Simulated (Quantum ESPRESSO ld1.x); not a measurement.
The numbers below are computed, except where a source is named.
The erbium ion Er1.5+, configuration [Xe] 4f(up 6, down 6) 6s(up 0.5, down 0) (fractional occupations, a model configuration). Code: ld1.x of Quantum ESPRESSO 7.5. Model: scalar-relativistic Kohn-Sham, LDA (Slater exchange, VWN5 correlation), spin-polarised, spherical densities, point nucleus. Some entries of the table are withheld. Estimate them.

| orbital | occ. | eigenvalue (eV) | r(max) (bohr) | <r> (bohr) |
|---|---|---|---|---|
| 1s up | 1 | -57335.9 | 0.01287 | 0.02038 |
| 1s down | 1 | -57335.9 | 0.01287 | 0.02038 |
| 2s up | 1 | -9641.96 | 0.07329 | 0.08651 |
| 2s down | 1 | -9641.95 | 0.07329 | 0.08651 |
| 2p up | 3 | -8532.39 | 0.05957 | 0.07674 |
| 2p down | 3 | -8532.38 | 0.05957 | 0.07674 |
| 3s down | 1 | -2167.84 | 0.2074 | 0.2256 |
| 3s up | 1 | -2167.84 | 0.2074 | 0.2256 |
| 3p down | 3 | -1830.37 | 0.2040 | 0.2247 |
| 3p up | 3 | -1830.37 | 0.2040 | 0.2247 |
| 3d up | 5 | -1407.20 | 0.1663 | 0.2039 |
| 3d down | 5 | -1407.20 | 0.1663 | 0.2039 |
| 4s down | 1 | -435.348 | 0.4739 | 0.5084 |
| 4s up | 1 | -435.346 | 0.4739 | 0.5084 |
| 4p down | 3 | -324.312 | 0.4954 | 0.5394 |
| 4p up | 3 | -324.311 | 0.4954 | 0.5394 |
| 4d up | 5 | -175.596 | 0.5117 | 0.5841 |
| 4d down | 5 | -175.595 | 0.5117 | 0.5841 |
| 5s up | 1 | -62.5769 | (1) | (2) |
| 5s down | 1 | -62.5446 | (3) | (4) |
| 5p up | 3 | -37.0542 | 1.276 | 1.492 |
| 5p down | 3 | -36.9841 | 1.275 | 1.489 |
| 4f up | 6 | (5) | 0.5086 | 0.8246 |
| 4f down | 6 | (6) | 0.5085 | 0.8215 |
| 6s up | 0.5 | -12.3951 | 3.033 | 3.423 |
| 6s down | 0 | -11.8935 | 3.018 | 3.437 |

Answer. 
(1) 5s up r(max) (bohr): 1.111
(2) 5s up <r> (bohr): 1.252
(3) 5s down r(max) (bohr): 1.111
(4) 5s down <r> (bohr): 1.251
(5) 4f up eigenvalue (eV): -13.7826
(6) 4f down eigenvalue (eV): -13.7634
